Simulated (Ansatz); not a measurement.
B₁₄, relaxed as a singlet with RKS PBE0-D4/def2-SVP in Ansatz, starting from the GFN1-xTB geometry. Force threshold 0.03 eV/Å.

The restricted singlet is unstable towards broken spin symmetry in Hartree–Fock (as tested in another run); at PBE0-D4/def2-SVP this wasn't settled. At PBE0-D4/def2-SVP a triplet of charge 0 lies 0.33 eV below the restricted singlet, each at its own geometry. The structure comes from a short search, and lower isomers may exist.

Start:

Cartesian coordinates in Å:
```
B 0.6354 -0.8084 2.2751
B -0.7466 -2.9710 0.7550
B 0.0562 -1.4723 -0.0859
B 0.9952 0.5657 1.7153
B 0.8450 1.2246 -0.8515
B -1.3289 0.2062 -1.8987
B -1.5036 -2.5288 -0.5248
B 0.8557 2.7821 -0.0515
B 0.1264 -2.1676 1.7106
B 1.0547 2.0741 1.3199
B -0.0908 2.9074 -1.2795
B -0.5451 1.5266 -1.8605
B 0.9642 -0.1221 0.0608
B -1.3178 -1.2163 -1.2845
```

| step | energy (eV) | largest force component (eV/Å) | SCF passes |
| --- | --- | --- | --- |
| 1 | -9435.6555 | 2.359 | 24 |
| 2 | -9436.9538 | 1.456 | 37 |
| 3 | -9437.8612 | 1.026 | 37 |
| 4 | -9438.3727 | 0.927 | 38 |
| 5 | -9438.7818 | 0.660 | 37 |
| 6 | -9438.8714 | 0.878 | 37 |
| 7 (rejected) | -9438.8628 | 1.133 | 36 |
| 8 | -9438.9761 | 0.273 | 32 |
| 9 | -9439.0133 | 0.290 | 31 |
| 10 | -9439.0522 | 0.341 | 37 |
| 11 | -9439.0771 | 0.323 | 32 |
| 12 | -9439.1022 | 0.152 | 33 |
| 13 | -9439.1101 | 0.128 | 35 |
| 14 | -9439.1137 | 0.074 | 33 |
| 15 (rejected) | -9439.1080 | 0.105 | 33 |
| 16 | -9439.1155 | 0.062 | 35 |
| 17 | -9439.1158 | 0.029 | 35 |

Force components are those of the run's own axes.

End:

```
atom    x (Å)    y (Å)    z (Å)
  B1   0.8991  -1.0076   1.7006
  B2  -0.7353  -3.1382   0.7568
  B3  -0.5475  -1.4127   0.5928
  B4   1.2356   0.5183   1.8872
  B5   0.4127   1.3562  -0.7960
  B6  -0.7109   0.3172  -1.7756
  B7  -1.4145  -2.4986  -0.4750
  B8   0.5802   2.9473  -0.0128
  B9   0.4434  -2.5177   1.5785
 B10   0.8488   1.7417   0.9751
 B11   0.2281   2.9238  -1.5383
 B12  -0.3985   1.7361  -2.3023
 B13   0.3229   0.1352   0.4953
 B14  -1.1642  -1.1011  -1.0860
```

Bonds formed: B1–B3, B1–B13, B5–B6, B5–B10, B10–B13 (atoms count from 1).

No frequencies were taken in this run, so the end may be a saddle point.

Hardware: 4 threads of Arm Neoverse V1 on a shared host. Wall time 1.7 min, peak host memory 0.75 GiB.
